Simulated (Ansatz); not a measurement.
`[OH][Zr]([OH])([OH])[Cl]` + `CC(C)[O][In]([Cl])[Cl]` → `CC(C)[O][Zr]([OH])([OH])[Cl]` + `[OH][In]([Cl])[Cl]`  (redistribution)

Calculated with Ansatz (gas phase, PBE0-D4/def2-TZVP geometries, no zero-point term in ΔE). CCSD(T)/CBS is the MP2 limit (def2-TZVPP, def2-QZVPP) plus CCSD(T) − MP2 in def2-TZVPP, frozen cores. DFT in def2-TZVPP. B3LYP here is the variant with VWN-RPA as its local correlation; programs differ in this. Elements past krypton have def2 core potentials. For In, Zr outer-core shells are correlated without core-valence functions, which leaves a few kJ/mol of doubt a bond. Each species was taken in one conformer, which may not be the lowest.

| level | ΔE (kcal/mol) | difference from CCSD(T)/CBS |
| --- | --- | --- |
| PBE-D4 | -2.8 | -0.1 |
| r2SCAN-D4 | -2.6 | 0.1 |
| PBE0-D4 | -3.1 | -0.4 |
| B3LYP-D4 | -3.2 | -0.5 |
| ωB97X-V | -2.9 | -0.2 |
| ωB97M-V | -2.7 | 0.0 |
| B2PLYP | -4.1 | -1.4 |
| PBE | -3.4 | -0.7 |
| r2SCAN | -2.7 | 0.0 |
| PBE0 | -3.6 | -0.9 |
| B3LYP | -4.3 | -1.6 |
| HF/def2-TZVPP | -5.0 | -2.3 |
| MP2/def2-TZVPP | -3.6 | -0.9 |
| SCS-MP2/def2-TZVPP | -4.0 | -1.3 |
| CCSD/def2-TZVPP | -3.7 | -1.0 |
| CCSD(T)/def2-TZVPP | -3.5 | -0.8 |
| HF/def2-QZVPP | -5.1 | -2.4 |
| MP2/def2-QZVPP | -3.1 | -0.4 |
| SCS-MP2/def2-QZVPP | -3.6 | -0.9 |
| HF/CBS(def2) | -5.1 | -2.4 |
| MP2/CBS(def2) | -2.8 | -0.1 |
| CCSD/CBS(def2) | -2.8 | -0.1 |
| CCSD(T)/CBS | -2.7 | 0 |

Largest T1 diagnostic among the species: 0.016.

The D4 term adds +1.1 kcal/mol with B3LYP and +0.5 kcal/mol with PBE0; it sums over pairs of atoms, weighted by their polarisabilities, and B3LYP, whose exchange is more repulsive, gets the larger term. In def2-TZVPP, CCSD(T) changes the Hartree–Fock value by +1.5 kcal/mol (the triples alone add +0.2 kcal/mol) and MP2 by +1.4 kcal/mol.
